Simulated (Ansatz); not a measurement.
Consider the cleavage of the Sn–Si bond: `C[SiH2][SnH2][CH3]` + HCl → `[CH3][SnH2][Cl]` + `C[SiH3]`.

Program: Ansatz. Geometries: PBE0-D4/def2-TZVP. ΔE: electronic, gas phase. CCSD(T)/CBS adds triple-zeta CCSD(T) − MP2 to the extrapolated MP2 energy (def2 sets, frozen cores). This one scheme is used for every species. DFT in def2-TZVPP. B3LYP here is the variant with VWN-RPA as its local correlation; programs differ in this. def2 core potentials past Kr. For Sn outer-core shells are correlated without core-valence functions, which leaves a few kJ/mol of doubt a bond. Each species was taken in one conformer, which may not be the lowest.

(1) Is it downhill or uphill in electronic energy at CCSD(T)/CBS, and by how much? (Estimate.)

(2) What do these levels give: B3LYP-D4, ωB97X-V, ωB97M-V, B2PLYP, PBE, r2SCAN, HF/def2-TZVPP, SCS-MP2/def2-TZVPP, CCSD(T)/def2-TZVPP, HF/def2-QZVPP, SCS-MP2/def2-QZVPP, CCSD/CBS(def2)? (Estimate.)

Largest T1 diagnostic among the species: 0.012.

## Answers

(1) Computed: Downhill: ΔE = -74.2 kJ/mol.

(2) Ansatz gave: B3LYP-D4 -77.3, ωB97X-V -79.9, ωB97M-V -78.6, B2PLYP -81.4, PBE -68.2, r2SCAN -78.0, HF/def2-TZVPP -104.8, SCS-MP2/def2-TZVPP -79.7, CCSD(T)/def2-TZVPP -71.2, HF/def2-QZVPP -106.5, SCS-MP2/def2-QZVPP -82.0, CCSD/CBS(def2) -77.1 kJ/mol.

From PBE to PBE0 (25 % exact exchange), in def2-TZVPP and without D4, ΔE moves by −4.0 kJ/mol. In def2-TZVPP, CCSD(T) changes the Hartree–Fock value by +33.6 kJ/mol (the triples alone add +2.9 kJ/mol) and MP2 by +31.1 kJ/mol. The D4 term adds +6.0 kJ/mol with B3LYP and +3.8 kJ/mol with PBE0; it sums over pairs of atoms, weighted by their polarisabilities, and B3LYP, whose exchange is more repulsive, gets the larger term.
